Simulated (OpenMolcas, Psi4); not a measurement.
**The same job for OpenMolcas**

Psi4 1.11 runs this on SiH2Br2 (dibromosilane):

calc.in:
```
memory 2.2 GB

molecule geom {
  0 1
  Br    -3.16092599    -2.34191869     0.68466667
  Si     0.29901136    -0.08747542     0.10333022
  Br    -0.55854635     3.42826555    -1.96911352
  H      2.08518050    -1.59347376    -1.42052603
  H      1.33526158     0.59458343     2.60164265
  units au
  symmetry c1
}

set puream true
set e_convergence 1e-09
set d_convergence 1e-08
set scf_type pk

e, wfn = gradient('scf/3-21G', return_wfn=True)
oeprop(wfn, 'QUADRUPOLE', 'LOWDIN_CHARGES', 'WIBERG_LOWDIN_INDICES', title='SCF')
print_variables()
```

```bash
$ psi4 -i calc.in -o calc.out -n 1
```

Geometry: relaxed at PBE0-D4/def2-TZVP.

The shape isn't stationary at this level (largest force 2.0 eV/Å).

It gives a total energy of -5408.704825 Eh.

Problem. Write the same calculation for OpenMolcas 26.06 as an input file of the program's own.

Solution. This input was run:

job.input:
```
&GATEWAY
 BasLib=$CurrDir
 Coord
 5
 angstrom
 Br      -1.672690      -1.239290       0.362310
 Si       0.158230      -0.046290       0.054680
 Br      -0.295570       1.814160      -1.042010
 H        1.103430      -0.843230      -0.751710
 H        0.706590       0.314640       1.376730
 Basis=3-21G
 Group=NoSym

&SEWARD

&SCF
 Thresholds=1e-10 1e-07 1e-07 1e-05
 PrOrbitals=1

&ALASKA
```

```bash
$ export MOLCAS_MEM=1860
$ pymolcas job.input > job.log
```

(Basis files named in the input come from the Basis Set Exchange and aren't shown.)

Its energy is -5408.704817 Eh, 0.008 mEh from the first.
